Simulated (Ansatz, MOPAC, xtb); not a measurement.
Spectroscopic constants of PdF, multiplicity 2 (lowest of 2S+1 = 2, 4 at CCSD(T)/def2-TZVPP on PBE0 minima; our sources give no spin for the ground state, which may be another). No spin–orbit coupling.

Constants: fifth-degree fit in 1/R to seven points, most abundant isotopes. Runs in def2 and cc sets follow the lowest solution found near the PBE0 minimum.

The values were computed with Ansatz (a quantum-chemistry and plane-wave program) with Gaussian orbitals; MOPAC for PM6 (differences of heats of formation); xtb for the GFN methods. Values without a source in brackets are computed. In def2 rows elements past Kr take small-core potentials, without spin–orbit coupling. The GFN methods have no spin term and hold the electronic entropy of 300 K.

```csv
level,r_e (Å),ω_e (cm⁻¹),ω_e x_e (cm⁻¹),α_e (cm⁻¹),dipole (D)
PM6,1.962,704,4.6,0.0018,-
GFN1-xTB,1.904,507,2.0,0.0017,-
GFN2-xTB,1.933,466,0.97,0.0014,-
SVWN5/def2-TZVPP,1.873,593,3.3,0.0022,3.88
PBE/def2-TZVPP,1.920,539,3.2,0.0022,4.13
r2SCAN/def2-TZVPP,1.908,561,3.0,0.0021,4.44
B97M-V/def2-TZVPP,1.912,558,3.0,0.0021,4.53
B3LYP/def2-TZVPP,1.927,548,2.9,0.0020,4.71
PBE0/def2-TZVPP,1.915,560,2.9,0.0020,4.81
BHLYP/def2-TZVPP,1.928,563,2.8,0.0019,5.48
CAM-B3LYP/def2-TZVPP,1.917,567,2.8,0.0020,4.95
wB97X-V/def2-TZVPP,1.922,563,2.7,0.0019,5.07
wB97M-V/def2-TZVPP,1.926,559,2.7,0.0019,5.06
B2PLYP/def2-TZVPP,1.919,561,2.8,0.0020,-
CCSD/def2-TZVPP,1.921,568,2.9,0.0020,-
CCSD(T)/def2-TZVPP,1.918,568,2.9,0.0020,-
```

Correlated levels freeze the inner cores; with def2 sets outer-core shells near the valence are correlated too. The state that PM6 reach isn't checked.
